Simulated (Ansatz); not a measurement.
## Which isomer of CH3AlGa gives these data?

These gas-phase data were calculated for one isomer of CH3AlGa at B3LYP-D3(BJ)/def2-SVP (harmonic, unscaled wavenumbers; equilibrium rotational constants with average atomic masses):

```
rotational constants            : 140.4, 1.434, 1.433 GHz
all wavenumbers above 1500 cm⁻¹ : 3097, 3069, 2996
```

Candidates:

(1) `[CH3][Al][Ga]`, a doublet
(2) `[AlH][CH2][Ga]`, a doublet
(3) `[AlH2][CH][Ga]`, a doublet

Question: Assign the data to one candidate and say why.

Answer: Candidate (1). No mode falls between 1700 and 2050 cm⁻¹, where the Al–H stretch of (2), (3) would stand.

The same quantities for all candidates:

```tsv
	rotational constants (GHz)	wavenumbers above 1500 cm⁻¹	E above the lowest, B3LYP-D3(BJ)/def2-SVP (kcal/mol)
(1)	140.4, 1.434, 1.433	3097, 3069, 2996	0.0
(2)	26.91, 1.96, 1.868	3060, 2958, 1787	8.4
(3)	34.74, 1.804, 1.724	3048, 1912, 1910	24.3
```

Each candidate is one conformer. Open shells are spin-unrestricted. Programs: Ansatz 0.2.0.
